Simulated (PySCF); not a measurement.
PBE0 on Pb⁻ (lead, charge -1), [Xe] 4f14 5d10 6s2 6p3, high-spin 4S determinant. All numbers are calculated (PySCF 2.14, a scalar-relativistic core potential, in def2-QZVPPD with the def2 core potential (60 electrons)).

```
cycle= 1 E= -192.883686802219  delta_E= -0.0073  |g|= 0.00995  |ddm|= 0.308
cycle= 2 E= -192.883793497411  delta_E= -0.000107  |g|= 0.00474  |ddm|= 0.0481
cycle= 3 E= -192.883803445785  delta_E= -9.95e-06  |g|= 0.00323  |ddm|= 0.0129
cycle= 4 E= -192.883807233312  delta_E= -3.79e-06  |g|= 0.000184  |ddm|= 0.00431
cycle= 5 E= -192.883807292439  delta_E= -5.91e-08  |g|= 2.38e-05  |ddm|= 0.00131
cycle= 6 E= -192.883807292984  delta_E= -5.45e-10  |g|= 1.17e-06  |ddm|= 0.000129
converged SCF energy = -192.883807292984  <S^2> = 3.752541  2S+1 = 4.0012703
```

Highest occupied orbital energy: 0.487 eV; ⟨L²⟩ = 0.00; populations by l: s 4.00, p 9.00, d 10.00, f 0.00.

**Question.** Can this result be used?

**Answer.** With care. Self-consistency was reached. Energies and moments cover only the electrons outside the core potential. Spin-orbit coupling, which splits the p, d and f shells strongly at this Z, is absent. Spin-orbit coupling is strong in this species (close to jj coupling), so the high-spin LS determinant is a model state, not a physical level. At PBE0 the highest occupied level has a positive energy, so only the finite basis holds that electron; in a semilocal or global hybrid functional this comes from self-interaction and does not mean that the real anion is unbound.
